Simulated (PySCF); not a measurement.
Species: C5H10FS (doublet state).
Geometry (GFN2-xTB, Å), atoms numbered from 1 in this order:
```xyz
17
C5H10FS angstrom
C     -2.401   -0.148   -0.129
C     -1.373   -0.398    0.958
S     -0.198   -1.722    0.523
C      0.946   -0.811   -0.727
C      2.004   -0.147   -0.019
C      1.884    1.231    0.509
F      0.905    1.955   -0.131
H     -2.916   -1.071   -0.384
H     -1.932    0.248   -1.027
H     -3.133    0.579    0.218
H     -1.850   -0.749    1.873
H     -0.802    0.502    1.179
H      1.287   -1.631   -1.353
H      0.281   -0.144   -1.266
H      2.838   -0.717    0.352
H      1.626    1.252    1.583
H      2.824    1.785    0.378
```

The hyperfine couplings belong to this conformer and change with its torsions.

The species is `CCSC[CH]CF` [radical].

Computed, not measured: UKS B3LYP, pcH-1 on C F H S, non-relativistic, mean-field spin-orbit, GIAO in PySCF. Isolated species at its GFN2-xTB geometry (one conformer only). A GFN2-xTB geometry isn't a minimum of the functional, and hyperfine couplings can be far from their values at a DFT geometry. No stability test was run, so a lower SCF solution isn't excluded.

Q: Predict the first-order ENDOR lines of F7, H16/H17, H15, H13/H14 and H11/H12 under fast tumbling at B = 3338.0 mT (W band).

A: ν± = |νn ± a/2|, one line for each electron-spin manifold; νn = |g_N| × 7.62259 MHz/T × B.

| nuclei | isotope | g_N | νn (MHz) | a_iso (MHz) | lower line (MHz) | upper line (MHz) |
| --- | --- | --- | --- | --- | --- | --- |
| F7 | 19F | 5.2577 | 133.78 | 2.83 | 132.36 | 135.20 |
| H16/H17 | 1H | 5.5857 | 142.12 | 99.64 | 92.30 | 191.94 |
| H15 | 1H | 5.5857 | 142.12 | -54.50 | 114.87 | 169.38 |
| H13/H14 | 1H | 5.5857 | 142.12 | 25.87 | 129.19 | 155.06 |
| H11/H12 | 1H | 5.5857 | 142.12 | 9.78 | 137.23 | 147.01 |

Q: Which pairs are centred on the nuclear Larmor frequency, and which on half the coupling?

A: Centred on νn, since |a| < 2νn: F7, H16/H17, H15, H13/H14 and H11/H12. No pair has |a| > 2νn.

Q: At what field would the lower line of H15 fall to zero frequency?

A: Where νn = |a|/2, that is B = 27.25 MHz/(5.5857 × 7.62259 MHz/T) = 640 mT, as far as first order holds there.

Means are taken over nuclei equivalent by connectivity, which assumes that they swap fast. The 1H value of +99.6 MHz is a mean of couplings from 77.1 to 122.2 MHz in this one geometry, not an average over conformers. The 1H value of +25.9 MHz is a mean of couplings from 18.1 to 33.6 MHz in this one geometry, not an average over conformers.
